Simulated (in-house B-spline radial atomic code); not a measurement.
Whole-atom quantities along the 3-electron series, configuration [He] 2s1. Breit and QED terms are first order and not part of the total energy; the density at the nucleus is averaged over the nuclear charge. Computed with a radial B-spline atomic code at the basis-set limit: Dirac-Hartree-Fock, average of the configuration, finite nuclei.

```
  ion   Z  E/Z² (Eh)  Σ<r²> (bohr²)  n(0)/Z³ (bohr⁻³)  Lamb diamagnetic shielding (ppm)  repulsion over attraction  Breit energy (eV)  self-energy (eV)  vacuum polarisation (eV)  Dirac less non-relativistic energy (Eh)
Fe23+  26    -1.0962       0.075973           0.81779                           1039.19                    0.01724             6.7555             8.852                  -0.75155                                  -6.7846
Co24+  27    -1.0985       0.070074           0.83173                           1081.48                   0.016602             7.5852            10.077                  -0.87422                                  -7.9171
Ni25+  28    -1.1006       0.064822            0.8469                           1123.96                   0.016009             8.4811            11.415                   -1.0115                                  -9.1875
Cu26+  29    -1.1028       0.060127           0.86135                           1166.64                   0.015456             9.4459            12.873                   -1.1645                                  -10.606
Zn27+  30    -1.1048       0.055912           0.87707                           1209.53                   0.014939             10.482            14.456                   -1.3345                                  -12.185
Ga28+  31    -1.1069       0.052113           0.89311                           1252.64                   0.014455             11.593            16.171                   -1.5228                                  -13.937
Ge29+  32    -1.1089       0.048678           0.90964                           1295.98                   0.014001             12.781            18.023                   -1.7307                                  -15.874
As30+  33    -1.1109       0.045562           0.92762                           1339.56                   0.013574             14.049            20.018                   -1.9596                                  -18.009
Se31+  34    -1.1128       0.042726           0.94602                           1383.39                   0.013172               15.4            22.165                   -2.2111                                  -20.355
Br32+  35    -1.1148       0.040138           0.96551                           1427.47                   0.012792             16.836            24.467                   -2.4866                                  -22.928
Kr33+  36    -1.1167        0.03777           0.98578                           1471.82                   0.012433             18.361            26.933                   -2.7879                                  -25.742
Rb34+  37    -1.1187       0.035597            1.0071                           1516.45                   0.012093             19.978             29.57                   -3.1166                                  -28.812
Sr35+  38    -1.1206       0.033599            1.0292                           1561.37                   0.011771             21.689            32.383                   -3.4746                                  -32.155
Zr37+  40    -1.1245       0.030055            1.0762                           1652.12                   0.011173             25.408             38.57                   -4.2858                                  -39.723
Nb38+  41    -1.1264       0.028481            1.1004                           1697.97                   0.010896             27.421            41.958                    -4.743                                  -43.984
Mo39+  42    -1.1284        0.02702            1.1247                           1744.16                   0.010632             29.541            45.553                   -5.2374                                  -48.586
Tc40+  43    -1.1304       0.025663            1.1523                            1790.7                    0.01038             31.772            49.362                   -5.7717                                  -53.552
```

(1) With what power of Z does the column «vacuum polarisation (eV)» change over this range?

Answers

(1) A fit of the logarithm of its size against log Z from Z = 26 to 43 has slope 4.05.
